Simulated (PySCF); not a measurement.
H6BNO2Si, SMILES N[SiH2]B(O)O, PBE0/def2-SVP optimised geometry.

```
11

Si    -0.27     0.83     0.00
N     -1.80     0.02    -0.39
B      0.95    -0.80     0.00
O      2.30    -0.80     0.00
O      0.25    -1.96     0.03
H      0.08     1.96    -0.92
H     -0.46     1.42     1.36
H     -2.65     0.44    -0.01
H     -1.96    -0.17    -1.37
H      2.65    -1.70     0.03
H     -0.70    -1.74     0.02
```

Density from PBE0/def2-TZVP (PySCF) at that geometry.

Minimum of the electron density along straight lines between bonded atoms, close to the bond critical point (lines longer than 1.1 times the sum of covalent radii, or with two minima, are not listed):

```csv
bond,length / Å,ρ at the minimum / e bohr⁻³,∇²ρ there / e bohr⁻⁵,position (fraction from the first atom)
Si1–N2,1.776,0.120,0.45,0.40
Si1–B3,2.031,0.113,-0.07,0.38
B3–O4,1.355,0.213,0.96,0.33
B3–O5,1.359,0.212,0.97,0.33
Si1–H6,1.502,0.118,0.14,0.49
Si1–H7,1.498,0.118,0.15,0.49
N2–H8,1.017,0.330,-1.58,0.74
N2–H9,1.018,0.329,-1.55,0.73
O4–H10,0.966,0.354,-2.41,0.81
O5–H11,0.977,0.342,-2.34,0.81
```
